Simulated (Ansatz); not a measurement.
Input file for Ansatz (an electronic-structure program): U-PBE0/def2-TZVPP on O (SMILES [O]).

Ansatz 0.2 input:
```yaml
crystal:
  periodic: [false, false, false]
  atoms:
    - {symbol: O, position_ang: [0.00000000, 0.00000000, 0.00000000]}
basis:
  gaussian:
    orbitals: def2-TZVPP
hamiltonian:
  xc: {name: PBE0}
magnetization: {spin_polarized: true, initial_magnetization: 2}
```

Task: Give the final energy of this run.

Result: -75.0186 hartree.
